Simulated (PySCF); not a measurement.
## How methods differ on the excitation energy of Ne+

Ne+ [He] 2s2 2p5 (2P) → Ne+ [He] 2s1 2p6 (2S), as a difference of total energies. All numbers are calculated (PySCF 2.14, scalar relativity by spin-free X2C-1e, in ANO-RCC-VTZP (4s3p2d1f, 30 functions)). Correlated levels: valence: 1s2 frozen. The calculations carry no spin-orbit coupling.

```json
{"method": "UHF", "excitation energy (eV)": "29.701", "error (eV)": "+2.823"}
{"method": "MP2 (valence)", "excitation energy (eV)": "27.593", "error (eV)": "+0.715"}
{"method": "SCS-MP2 (valence)", "excitation energy (eV)": "27.450", "error (eV)": "+0.572"}
{"method": "CCSD (valence)", "excitation energy (eV)": "27.214", "error (eV)": "+0.336"}
{"method": "CCSD(T) (valence)", "excitation energy (eV)": "27.082", "error (eV)": "+0.204"}
{"method": "CCSDT (valence)", "excitation energy (eV)": "27.075", "error (eV)": "+0.197"}
```

Reference: 26.878 eV (measured; NIST levels, between the centres of gravity of the two terms).

Errors of the correlated levels include the incompleteness of this basis and the frozen core.
